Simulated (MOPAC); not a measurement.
Input file for MOPAC: PM6 on H2OSe (SMILES O[SeH]), a point of a torsion scan.

```
PM6 1SCF PRECISE CHARGE=0 THREADS=1
H2OSe

O     -0.90728881 1     0.34589338 1     0.33795541 1
Se     0.79162636 1     0.62635512 1    -0.25299622 1
H     -1.30865775 1    -0.33348581 1    -0.20885720 1
H      0.76773576 1     2.01493887 1     0.15855416 1
```

Program output:

```
*******************************************************************************
 **                                                                           **
 **                              MOPAC v23.2.5                                **
 **                                                                           **
 *******************************************************************************
 ** MOPAC's Digital Object Identifier: https://doi.org/10.5281/zenodo.6511958 **
 **                                                                           **
 ** Please cite the open-source release paper for use of this MOPAC version:  **
 ** J. E. Moussa and J. J. P. Stewart (2026)                                  **
 ** MOPAC: An open-source semiempirical molecular orbital program             **
 ** J. Open Source Softw., 11(119), 8025, https://doi.org/10.21105/joss.08025 **
 *******************************************************************************

                              PM6 CALCULATION RESULTS

 *******************************************************************************
 *  PM6        - The PM6 Hamiltonian to be used
 *
 *
 *
 *                 CHARGE ON SYSTEM = 0
 *
 *
 *
 *  PRECISE    - TIGHTER CRITERIA TO BE USED
 *  1SCF       - DO 1 SCF AND THEN STOP
 *  THREADS=1  - MULTI-THREADING NOT USED
 *  T=         - A TIME OF 172800.0 SECONDS REQUESTED
 *  DUMP=N     - RESTART FILE WRITTEN EVERY 7200.0 SECONDS REQUESTED
 *******************************************************************************
PM6 1SCF PRECISE CHARGE=0 THREADS=1
 H2OSe

   ATOM   CHEMICAL          X               Y               Z
  NUMBER   SYMBOL      (ANGSTROMS)     (ANGSTROMS)     (ANGSTROMS)

     1       O         -0.90728881  *   0.34589338  *   0.33795541  *
     2      Se          0.79162636  *   0.62635512  *  -0.25299622  *
     3       H         -1.30865775  *  -0.33348581  *  -0.20885720  *
     4       H          0.76773576  *   2.01493887  *   0.15855416  *



          CARTESIAN COORDINATES

    NO.       ATOM           X           Y           Z

     1         O         -0.9073      0.3459      0.3380
     2        Se          0.7916      0.6264     -0.2530
     3         H         -1.3087     -0.3335     -0.2089
     4         H          0.7677      2.0149      0.1586

 General Reference for PM6:
 "Optimization of Parameters for Semiempirical Methods V: Modification of NDDO Approximations
 and Application to 70 Elements", J. J. P. Stewart, J. Mol. Mod., 13, 1173-1213 (2007)
 URL: https://link.springer.com/article/10.1007/s00894-007-0233-4

           Empirical Formula: H2 O Se  =     4 atoms



      MOLECULAR POINT GROUP   :   C1


      RHF CALCULATION, NO. OF DOUBLY OCCUPIED LEVELS = 7


 -------------------------------------------------------------------------------
 PM6 1SCF PRECISE CHARGE=0 THREADS=1
 H2OSe



     1SCF WAS SPECIFIED, SO BFGS WAS NOT USED
     SCF FIELD WAS ACHIEVED


                              PM6 CALCULATION
                                                       MOPAC v23.2.5 Linux




          FINAL HEAT OF FORMATION =        -37.83743 KCAL/MOL =    -158.31180 KJ/MOL


          COSMO AREA              =         76.98 SQUARE ANGSTROMS
          COSMO VOLUME            =         59.76 CUBIC ANGSTROMS

          IONIZATION POTENTIAL    =          8.547597 EV
          HOMO LUMO ENERGIES (EV) =         -8.548 -0.951
          NO. OF FILLED LEVELS    =          7
          MOLECULAR WEIGHT        =         96.9752         POINT GROUP:  C1

          MOLECULAR DIMENSIONS (Angstroms)

            Atom       Atom       Distance
            H     4    H     3     3.15618
           Se     2    O     1     1.31632
            O     1    H     4     0.28978


          SCF CALCULATIONS        =          1





   ATOM   CHEMICAL          X               Y               Z
  NUMBER   SYMBOL      (ANGSTROMS)     (ANGSTROMS)     (ANGSTROMS)

     1       O         -0.90728881  *   0.34589338  *   0.33795541  *
     2      Se          0.79162636  *   0.62635512  *  -0.25299622  *
     3       H         -1.30865775  *  -0.33348581  *  -0.20885720  *
     4       H          0.76773576  *   2.01493887  *   0.15855416  *

                             CARTESIAN COORDINATES

   1    O       -0.907288810     0.345893380     0.337955410
   2   Se        0.791626360     0.626355120    -0.252996220
   3    H       -1.308657750    -0.333485810    -0.208857200
   4    H        0.767735760     2.014938870     0.158554160


           Empirical Formula: H2 O Se  =     4 atoms



      MOLECULAR POINT GROUP   :   C1


                  EIGENVALUES
 -29.07973 -22.44542 -16.75895 -14.74686 -13.13924 -11.95551  -8.54760  -0.95076
   1.86566   5.28192


              NET ATOMIC CHARGES AND DIPOLE CONTRIBUTIONS

  ATOM NO.   TYPE          CHARGE      No. of ELECS.   s-Pop       p-Pop
    1          O          -0.600560        6.6006     1.82691     4.77365
    2         Se           0.178252        5.8217     1.97736     3.84439
    3          H           0.316848        0.6832     0.68315
    4          H           0.105460        0.8945     0.89454
 DIPOLE           X         Y         Z       TOTAL
 POINT-CHG.     1.692     0.052    -1.429     2.215
 HYBRID        -0.580     0.187     0.094     0.617
 SUM            1.112     0.239    -1.335     1.754


          ATOMIC ORBITAL ELECTRON POPULATIONS

     Atom    s        px        py        pz
    1  O   1.82691   1.40216   1.69722   1.67427
    2 Se   1.97736   0.87419   1.17964   1.79057
    3  H   0.68315
    4  H   0.89454

 **********************
 *                    *
 * JOB ENDED NORMALLY *
 *                    *
 **********************




 == MOPAC DONE ==
```

The run finished.

Cost: very roughly 0.05 core-seconds.
